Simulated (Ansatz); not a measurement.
C3H8SSi, SMILES `CC[Si]SC`. Charge 0, multiplicity 1. Geometry: relaxed with PBE0-D4/def2-TZVP. It is one conformer, not always the lowest.

```xyz
13

C    -1.202   -1.142    0.483
C    -1.238    0.202   -0.254
Si   -0.801    1.590    0.985
S     1.313    1.675    0.865
C     1.975    0.560   -0.404
H    -1.852   -1.136    1.364
H    -1.538   -1.959   -0.160
H    -0.196   -1.387    0.833
H    -0.589    0.178   -1.133
H    -2.256    0.392   -0.611
H     1.682    0.895   -1.398
H     1.639   -0.463   -0.245
H     3.062    0.595   -0.324
```

(1) What is the dipole moment at PBE/def2-TZVPP? (Estimate.)

(2) And with r2SCAN, B3LYP, ωB97M-V? (Estimate.)

(3) Give the Mulliken charges with PBE, r2SCAN, B3LYP in def2-TZVPP. (Estimate.)

## Answers

(1) Computed: 2.73 D, with components (0.38, -1.91, -1.92) D in this frame, pointing from negative to positive charge.

(2) Computed: r2SCAN 2.88 D, B3LYP 2.63 D, ωB97M-V 2.57 D.

(3) Computed: 
| atom | PBE | r2SCAN | B3LYP |
| --- | --- | --- | --- |
| C1 | -0.27 | -0.15 | -0.28 |
| C2 | -0.20 | -0.18 | -0.21 |
| Si3 | 0.10 | 0.15 | 0.15 |
| S4 | -0.16 | -0.19 | -0.18 |
| C5 | -0.26 | -0.14 | -0.27 |
| H6 | 0.09 | 0.06 | 0.09 |
| H7 | 0.09 | 0.05 | 0.09 |
| H8 | 0.09 | 0.05 | 0.09 |
| H9 | 0.07 | 0.04 | 0.06 |
| H10 | 0.09 | 0.05 | 0.09 |
| H11 | 0.12 | 0.09 | 0.12 |
| H12 | 0.11 | 0.08 | 0.11 |
| H13 | 0.13 | 0.09 | 0.13 |

B3LYP here is the variant with VWN-RPA as its local correlation; programs differ in this.
